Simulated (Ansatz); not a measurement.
`O=CBCl` + H–F → `O=CBF` + HCl  (ligand exchange at a B–Cl bond)

Gas-phase electronic energies from Ansatz, PBE0-D4/def2-TZVP geometries. CBS: MP2 limit from def2 TZ/QZ plus the TZ coupled-cluster correction, frozen cores. This one scheme is used for every species. DFT in def2-TZVPP. B3LYP here is the variant with VWN-RPA as its local correlation; programs differ in this. One conformer a species, not always the lowest.

```csv
level,ΔE (kJ/mol)
B3LYP-D4,-49.1
CCSD/CBS(def2),-46.9
```

Task: What does CCSD(T)/CBS give? (An estimate is asked.)

Result: Computed: -43.6 kJ/mol. The listed levels differ from it by -5.5, -3.3 kJ/mol.

Largest T1 diagnostic among the species: 0.016.

From BLYP to BHLYP (50 % exact exchange), in def2-TZVPP and without D4, ΔE moves by −4.7 kJ/mol. Leaving LDA and LC-ωPBE aside and taking each functional with its dispersion term where it has one, the values, not all of them listed here, spread over 20.8 kJ/mol, from CAM-B3LYP-D4 to revPBE-D4.
